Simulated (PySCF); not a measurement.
C₇H₁₁ (doublet state).
Geometry (GFN2-xTB, Å), atoms numbered from 1 in this order:
```xyz
18
C7H11 angstrom
C      3.2933   -0.3873   -0.7900
C      2.4985   -0.2636    0.4599
C      1.1623   -0.0221    0.4652
C     -0.0368    0.2071    0.4637
C     -1.4659    0.4449    0.4571
C     -1.8834    1.1348   -0.8453
C     -2.2237   -0.8781    0.6388
H      2.6610   -0.2677   -1.6667
H      3.7848   -1.3627   -0.8388
H      4.0829    0.3683   -0.8198
H      3.0144   -0.3733    1.4025
H     -1.7103    1.1028    1.3027
H     -1.3438    2.0711   -0.9700
H     -1.6636    0.4949   -1.6975
H     -2.9508    1.3458   -0.8336
H     -3.2954   -0.6930    0.6750
H     -2.0117   -1.5493   -0.1908
H     -1.9207   -1.3663    1.5625
```

The hyperfine couplings belong to this conformer and change with its torsions.

As a line formula: `CC(C)C#C[CH]C` [radical].

The calculation used PySCF 2.14.0, UKS B3LYP, pcH-1 on C H, non-relativistic, mean-field spin-orbit, GIAO. Isolated species at its GFN2-xTB geometry, gas phase. Couplings are sensitive to structure, and on GFN2-xTB geometries they can be far from those on DFT ones. Stability of the SCF solution: not tested.

Break the g tensor into its mass correction, gauge correction and orbital-Zeeman/spin–orbit terms.

```tsv
Δg (ppm)	1	2	3
relativistic mass correction	-146	-146	-146
gauge correction	-4	32	34
orbital Zeeman/spin–orbit	-2	610	886
total	-152	495	774
```

So g = 2.00217, 2.00281, 2.00309 and g_iso = 2.00269; the tensor is rhombic: the two nearest values differ by 30 % of g3 − g1. Axes: g2 points within 15° of the C1–C2 bond.

What are the electron Larmor frequencies g μB B/h along the three axes at 3350 mT?

93.8765, 93.9068, 93.9199 GHz for g1, g2 and g3, a range of 43.4 MHz.

How much does each term add to the isotropic shift?

The orbital-Zeeman/spin–orbit term 498, the mass correction -146 and the gauge correction 21 ppm, for a total of 372 ppm. The orbital-Zeeman/spin–orbit term is the largest in size. The mass correction is the same along every axis, so the anisotropy comes from the other two: their spans along these axes are 38 (gauge) and 888 ppm (orbital Zeeman/spin–orbit).

What effective moment and Curie constant follow for a powder?

With the mean of g² = 4.0108 and S(S+1) = 0.75: μ_eff = √(⟨g²⟩S(S+1)) = 1.734 μB and χT = 0.12505·⟨g²⟩·S(S+1) = 0.376 cm³ K/mol (cgs; spin-Hamiltonian part alone).

In a frozen sample, at which fields do the three g values resonate at 9.5, 34, 94 and 263 GHz (hyperfine left aside), and which band first spreads them over more than twice a line width of 0.5 mT?

```
band    GHz  B(g3) mT  B(g2) mT  B(g1) mT  spread mT
   X    9.5    338.85    338.90    339.01       0.16
   Q   34.0   1212.74   1212.90   1213.30       0.56
   W   94.0   3352.86   3353.32   3354.41       1.55
   J  263.0   9380.87   9382.17   9385.21       4.34
```

The spread grows in proportion to the frequency. W band is the first where it exceeds 1.0 mT.

Largest spin populations (Mulliken): C2 (+0.76), C4 (+0.52), C3 (-0.25) and C1 (-0.06). The positive populations add up to 1.39 and the negative ones to -0.39, together 2S = 1. The angles at C2 add up to 360.0°, so it is planar; its axial dipolar tensor and the negative coupling of its proton fit spin in a p orbital normal to that plane.

The HOMO–LUMO gaps are 5.83 eV among the α and 5.00 eV among the β orbitals.
